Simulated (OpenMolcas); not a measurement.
Ni3+ (d7) in a complex was computed by SS-CASPT2, IPEA 0.25 Eh, imaginary shift 0.2 Eh with the d shell active (OpenMolcas, ANO-RCC-VTZP on the metal). Its lowest spin-free states, and all those of the highest spin:

```
2S+1  Degeneracy  E (cm-1)
   4           3         0
   2           2      2320
   4           3     11720
   2           3     12960
   2           3     14110
   2           3     16240
   2           1     25000
   2           3     25290
   4           3     25460
   4           1     27840
   2           3     29960
   2           2     31460
```

Task: Is the site octahedral, tetrahedral or cube-like, axial, or of lower symmetry?

Result: The states with 2S+1 = 4 have orbital degeneracies 3, 3, 3, 1. Threefold states need a cubic site. For d7 at this spin an octahedron puts the threefold T1 below the threefold T2 and a tetrahedron or cube puts the single A2 below the threefold T2, so the site is octahedral. The run had Ni3+ with 6 ligands (water) in octahedral coordination (Th) at 1.96 Å. Ligand basis ANO-RCC-VDZP.

Roots that are degenerate in the reference are averaged as groups; the widest CASPT2 spread within a group is 810 cm-1 (the 3-fold group of multiplicity 2 near 30000 cm-1 above the lowest state of its run). Shifts and gaps below about the spread of the groups concerned are not significant. Over all roots computed the reference weight is 0.69 to 0.71; a low but even weight reflects the number of correlated electrons. An orbital triplet at a regular site is open to Jahn-Teller coupling, which can distort the site and quench the lowest spin-orbit gaps and is left out. This shell can be high or low spin here, a state of another spin lies low, and with metal d orbitals alone active their balance is uncertain, so the ground spin may be wrong. A single d shell leaves out the double-shell effect, which counts most for late 3d ions, where the CASPT2 field can be off either way by tens of per cent. Ligand-to-metal charge-transfer states are missing. These CASPT2 states fit no ligand-field parameters well, so their order and spin gaps are uncertain. With no ligand orbital active B as a rule stays too high, so bands that hang on it stand too high and its fall with covalency is understated. With one d shell and no ligand orbital active, 10Dq can be off by a tenth or more. No measured value stands beside these numbers; the geometry is a model, was not optimised and need not be the one that this ion takes.
